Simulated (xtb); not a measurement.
ClTl, charge -1, doublet, geometry from GFN2-xTB (such geometries of metal compounds can be far from the true shape) (a state made from the parent by changing its charge; the spin is typed, not shown lowest); GFN2-xTB run with xtb.

xtb was given this input:
```
$ xtb mol.xyz --gfn 2 --chrg -1 --uhf 1 --json

# file mol.xyz
2

Tl    -0.00000000    -0.00000000    -0.47641043
Cl     0.00000000     0.00000000     2.26995558
```

Output, abridged:

```
   ID    Z sym.   atoms
    1   81 Tl     1
    2   17 Cl     2

           -------------------------------------------------
          |                Calculation Setup                |
           -------------------------------------------------

           -------------------------------------------------
          |                 G F N 2 - x T B                 |
           -------------------------------------------------

          ...................................................
          :                      SETUP                      :
          :.................................................:
          :  # basis functions                  14          :
          :  # atomic orbitals                  13          :
          :  # shells                            5          :
          :  # electrons                        11          :
          :  max. iterations                   250          :
          :  Hamiltonian                  GFN2-xTB          :
          :  restarted?                      false          :
          :  GBSA solvation                  false          :
          :  PC potential                    false          :
          :  electronic temp.          300.0000000     K    :
          :  accuracy                    1.0000000          :
          :  -> integral cutoff          0.2500000E+02      :
          :  -> integral neglect         0.1000000E-07      :
          :  -> SCF convergence          0.1000000E-05 Eh   :
          :  -> wf. convergence          0.1000000E-03 e    :
          :  Broyden damping             0.4000000          :
          :  net charge                         -1          :
          :  unpaired electrons                  1          :
          ...................................................

 iter      E             dE          RMSdq      gap      omega  full diag
   1     -6.2793189 -0.627932E+01  0.112E+01    0.00       0.0  T
   2     -6.2802977 -0.978884E-03  0.563E+00    0.00       1.0  T
   3     -6.2808489 -0.551139E-03  0.828E-01    0.00       1.0  T
   4     -6.2810537 -0.204862E-03  0.448E-01    0.00       1.0  T
   5     -6.2811318 -0.780185E-04  0.229E-01    0.00       1.0  T
   6     -6.2811612 -0.294131E-04  0.310E-02    0.00       2.3  T
   7     -6.2811611  0.270805E-07  0.149E-02    0.00       4.7  T
   8     -6.2811612 -0.290435E-07  0.618E-04    0.00     114.5  T
   9     -6.2811612  0.633094E-11  0.430E-04    0.00     164.6  T

   *** convergence criteria satisfied after 9 iterations ***

         :::::::::::::::::::::::::::::::::::::::::::::::::::::
         ::                     SUMMARY                     ::
         :::::::::::::::::::::::::::::::::::::::::::::::::::::
         :: total energy              -6.281156544702 Eh    ::
         :: gradient norm              0.000000553338 Eh/a0 ::
         :: HOMO-LUMO gap              0.000000000016 eV    ::
         ::.................................................::
         :: SCC energy                -6.281161174541 Eh    ::
         :: -> isotropic ES            0.110122817263 Eh    ::
         :: -> anisotropic ES         -0.003504256020 Eh    ::
         :: -> anisotropic XC         -0.003517126750 Eh    ::
         :: -> dispersion             -0.000968965258 Eh    ::
         :: repulsion energy           0.000004629839 Eh    ::
         :: add. restraining           0.000000000000 Eh    ::
         :: total charge              -1.000000000000 e     ::
         :::::::::::::::::::::::::::::::::::::::::::::::::::::

           -------------------------------------------------
          |                Property Printout                |
           -------------------------------------------------

    * Orbital Energies and Occupations

         #    Occupation            Energy/Eh            Energy/eV
      -------------------------------------------------------------
         1        2.0000           -0.8403238             -22.8664
         2        2.0000           -0.4313620             -11.7380
         3        2.0000           -0.2251187              -6.1258
         4        2.0000           -0.2152544              -5.8574
         5        2.0000           -0.2152544              -5.8574
         6        0.5000           -0.0238283              -0.6484 (HOMO)
         7        0.5000           -0.0238283              -0.6484 (LUMO)
         8                          0.1772080               4.8221
         9                          0.2731929               7.4340
        10                          0.2731929               7.4340
        11                          0.2754437               7.4952
        12                          0.2754437               7.4952
        13                          0.2896164               7.8809
      -------------------------------------------------------------
                  HL-Gap            0.0000000 Eh            0.0000 eV
             Fermi-level           -0.0716848 Eh           -1.9506 eV

     #   Z          covCN         q      C6AA      α(0)
     1  81 Tl       0.661    -0.384   684.052    68.540
     2  17 Cl       0.661    -0.616   119.409    16.711

 Mol. C6AA /au·bohr⁶  :       1327.894395
 Mol. C8AA /au·bohr⁸  :     175517.573312
 Mol. α(0) /au        :         85.250444

Wiberg/Mayer (AO) data.
largest (>0.10) Wiberg bond orders for each atom

 ---------------------------------------------------------------------------
     #   Z sym  total        # sym  WBO       # sym  WBO       # sym  WBO
 ---------------------------------------------------------------------------
     1  81 Tl   0.651 --     2 Cl   0.651
     2  17 Cl   0.651 --     1 Tl   0.651
 ---------------------------------------------------------------------------

Topologies differ in total number of bonds
Writing topology from bond orders to xtbtopo.mol

molecular dipole:
                 x           y           z       tot (Debye)
 q only:        0.000       0.000      -2.297
   full:        0.000       0.000      -2.600       6.609
molecular quadrupole (traceless):
                xx          xy          yy          xz          yz          zz
 q only:        5.824       0.000       5.824       0.000       0.000     -11.648
  q+dip:        7.470       0.000       7.470       0.000       0.000     -14.940
   full:        6.979      -0.000       6.979      -0.000       0.000     -13.959

           -------------------------------------------------
          | TOTAL ENERGY               -6.281156544702 Eh   |
          | GRADIENT NORM               0.000000553338 Eh/α |
          | HOMO-LUMO GAP               0.000000000016 eV   |
           -------------------------------------------------

normal termination of xtb
```
